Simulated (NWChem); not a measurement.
Everything below was run with NWChem. System: CH3Si (+1), charge 1, spin multiplicity 1, at a geometry optimised with PBE/def2-SVP. The structure started from a generated list of species. Level: CR-EOMCCSD(T)/def2-SVPD, 6 core orbitals frozen.

Output (cleaned and shortened):

```
             Northwest Computational Chemistry Package (NWChem) 7.3.0
             --------------------------------------------------------

                                NWChem Input Module
                                -------------------

 Scaling coordinates for geometry "geometry" by  1.889725989
 (inverse scale =  0.529177249)

 Turning off AUTOSYM since
 SYMMETRY directive was detected!

                             Geometry "geometry" -> ""
                             -------------------------

 Output coordinates in angstroms (scale by  1.889725989 to convert to a.u.)

  No.       Tag          Charge          X              Y              Z
 ---- ---------------- ---------- -------------- -------------- --------------
    1 C                    6.0000    -0.28704000    -1.08700200     0.00000000
    2 Si                  14.0000     0.19665500     0.57787400     0.00000000
    3 H                    1.0000    -0.19168500    -1.69537700    -0.92756600
    4 H                    1.0000    -0.19168500    -1.69537700     0.92756600
    5 H                    1.0000    -0.64756200     1.82252800     0.00000000

 Effective nuclear repulsion energy (a.u.)      43.8863012462

            Nuclear Dipole moment (a.u.)
            ----------------------------
        X                 Y               Z
 ---------------- ---------------- ----------------
    -0.0000037795    -0.0000037795     0.0000000000

      Symmetry information
      --------------------

 Group name             Cs
 Group number              2
 Group order               2
 No. of unique centers     4

      Symmetry unique atoms

     1    2    3    5


 Summary of "ao basis" -> "" (spherical)
 ------------------------------------------------------------------------------
       Tag                 Description            Shells   Functions and Types
 ---------------- ------------------------------  ------  ---------------------
 *                         def2-svpd                  on all atoms

 Summary of "ao basis" -> "ao basis" (spherical)
 ------------------------------------------------------------------------------
       Tag                 Description            Shells   Functions and Types
 ---------------- ------------------------------  ------  ---------------------
 C                         def2-svpd                 8       20   4s2p2d
 Si                        def2-svpd                10       24   5s3p2d
 H                         def2-svpd                 4        8   2s2p
[...]
   0.4766511383288   0.3461932647100    9.42040     0.2     0.2

 Iteration   2 using    4 trial vectors
   0.1014444148164   0.1196571762475    3.25604
   0.1276066862875   0.2421633611692    6.58960     0.2     0.2

 Iteration   3 using    6 trial vectors
   0.0488029379212   0.1119734699748    3.04695
   0.0525260267396   0.2333692913271    6.35030     0.2     0.2

 Iteration   4 using    8 trial vectors
   0.0232731742437   0.1102335560412    2.99961
   0.0233573092256   0.2313062469334    6.29417     0.2     0.2

 Iteration   5 using   10 trial vectors
   0.0103117862091   0.1099538466209    2.99200
   0.0132051549058   0.2308420996312    6.28154     0.2     0.2

 Iteration   6 using   12 trial vectors
   0.0034779020171   0.1099294896180    2.99133
   0.0079087142921   0.2308028815729    6.28047     0.2     0.2

 Iteration   7 using   14 trial vectors
   0.0011447774682   0.1099442929215    2.99174
   0.0038378013355   0.2307796862754    6.27984     0.2     0.2

 Iteration   8 using   16 trial vectors
   0.0004004538421   0.1099491814580    2.99187
   0.0020950077497   0.2307946760634    6.28025     0.2     0.2

 Iteration   9 using   18 trial vectors
   0.0001399773724   0.1099500821183    2.99190
   0.0017198549797   0.2307963474362    6.28029     0.2     0.2

 Iteration  10 using   20 trial vectors
   0.0000460771563   0.1099502617617    2.99190
   0.0015357523807   0.2307746532375    6.27970     0.2     0.2

 Iteration  11 using   22 trial vectors
   0.0000160342380   0.1099502752289    2.99190
   0.0011268375280   0.2307657878391    6.27946     0.2     0.2

 Iteration  12 using   24 trial vectors
   0.0000057585921   0.1099503210130    2.99190
   0.0006712092053   0.2307700894955    6.27958     0.2     0.2

 Iteration  13 using   25 trial vectors
   0.0000047013972   0.1099503255363    2.99190
   0.0002923939321   0.2307710719675    6.27960     0.1     0.1

 Iteration  14 using   26 trial vectors
   0.0000045986819   0.1099503302596    2.99190
   0.0001234657369   0.2307724333878    6.27964     0.1     0.1

 Iteration  15 using   27 trial vectors
   0.0000045394565   0.1099503320468    2.99190
   0.0000511143071   0.2307729019869    6.27965     0.1     0.1

 Iteration  16 using   28 trial vectors
   0.0000045421894   0.1099503324250    2.99190
   0.0000189307360   0.2307729203390    6.27965     0.1     0.1

 Iteration  17 using   29 trial vectors
   0.0000045304537   0.1099503323038    2.99190
   0.0000072551413   0.2307729637476    6.27965     0.1     0.1
 --------------------------------------------------------------
 Iterations converged
 ------------------

 Excited state root  1
 Excitation energy / hartree =        0.109950332303806
                   / eV      =        2.991902043645480
 largest EOMCCSD amplitudes: R1 and R2

 Singles contributions
    13a"  (alpha) ---    11a'  (alpha)       -0.8847689596

 Doubles contributions
    12a'  (alpha)    13a"  (beta ) ---    11a'  (alpha)    11a'  (beta )       -0.2191672565
    13a"  (alpha)    12a'  (beta ) ---    11a'  (alpha)    11a'  (beta )       -0.2191672565
 ------------------

 Excited state root  2
 Excitation energy / hartree =        0.230772963747570
                   / eV      =        6.279654525706055
 largest EOMCCSD amplitudes: R1 and R2

 Singles contributions
    13a"  (alpha) ---    10a'  (alpha)       -0.8816566558

 Doubles contributions
======= CR-EOMCCSD(T) calculation ======
corresponding R0 value =     0.000000

CR-EOMCCSD(T) Intermediates cpu wall time             0.3            0.3
 creom_N i2_1 nr of boxes                    33
 creom_N i2_2 nr of boxes                    72
 creom_N i2_3 nr of boxes                    33
 creom_N i2_4 nr of boxes                    72

CR-EOMCCSD(T) triples loop cpu wall             1.5            1.5

 CR-EOMCCSD(T)  total energy / hartree       =      -328.184654085488376
 CR-EOMCCSD(T)  excitation energy (eV)       =      2.70983

======= CR-EOMCCSD(T) calculation ======
corresponding R0 value =     0.000000

CR-EOMCCSD(T) Intermediates cpu wall time             0.3            0.3
 creom_N i2_1 nr of boxes                    33
 creom_N i2_2 nr of boxes                    72
 creom_N i2_3 nr of boxes                    33
 creom_N i2_4 nr of boxes                    72

CR-EOMCCSD(T) triples loop cpu wall             1.4            1.4

 CR-EOMCCSD(T)  total energy / hartree       =      -328.061270435528684
 CR-EOMCCSD(T)  excitation energy (eV)       =      6.06728

 Task  times  cpu:       21.3s     wall:       21.3s

 Total times  cpu:       21.3s     wall:       21.3s
```

Question: Write an NWChem input that would produce this output.

Answer: One answer among several that fit: 
```
start mol
memory heap 100 mb stack 700 mb global 1900 mb
charge 1
geometry units angstroms nocenter noautoz
  C     -0.287040    -1.087002     0.000000
  Si     0.196655     0.577874     0.000000
  H     -0.191685    -1.695377    -0.927566
  H     -0.191685    -1.695377     0.927566
  H     -0.647562     1.822528     0.000000
  symmetry group Cs
end
basis spherical
  * library def2-svpd
end
scf
  rhf
  nopen 0
  maxiter 100
  thresh 1e-7
  semidirect memsize 60000000 filesize 0
end
tce
  freeze core 6
  creomsd(t)
  nroots 2
  2eorb
  2emet 13
  thresh 1e-5
  maxiter 200
  tilesize 24
end
task tce energy
```
